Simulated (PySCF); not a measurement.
Gas-phase reaction: 4 CHF₂ = 2 CH₂F + C₂F₆

Energies from PySCF, thermal terms from the rigid-rotor harmonic-oscillator model, ideal gas at 1 bar. † marks an energy on the PBE0/def2-TZVP geometry and frequencies. CCSD(T) freezes the core. Open shells (unrestricted): CHF₂ (multiplicity 2), CH₂F (multiplicity 2); the rest are closed-shell singlets. B3LYP is the form with VWN-RPA correlation. CHF₂, CH₂F: computed as isolated molecules; such fragments, hydroxides, amides, oligomers or adducts are transient or little studied in the gas. CCSD(T) isn't extrapolated to the basis-set limit.

B3LYP/def2-TZVP† gives ΔH°(298 K) = -376 kJ.

Q: What do ωB97X-V/def2-TZVP†, CCSD(T)/def2-SVP†, BLYP/def2-TZVP† give?

A: ωB97X-V/def2-TZVP†: -421 kJ; CCSD(T)/def2-SVP†: -439 kJ; BLYP/def2-TZVP†: -352 kJ. For scale, ΔH°(298 K) is -376 kJ at this level, -436 kJ at ωB97M-V/def2-TZVP†, and runs from -464 to -314 kJ over the 19 levels computed.
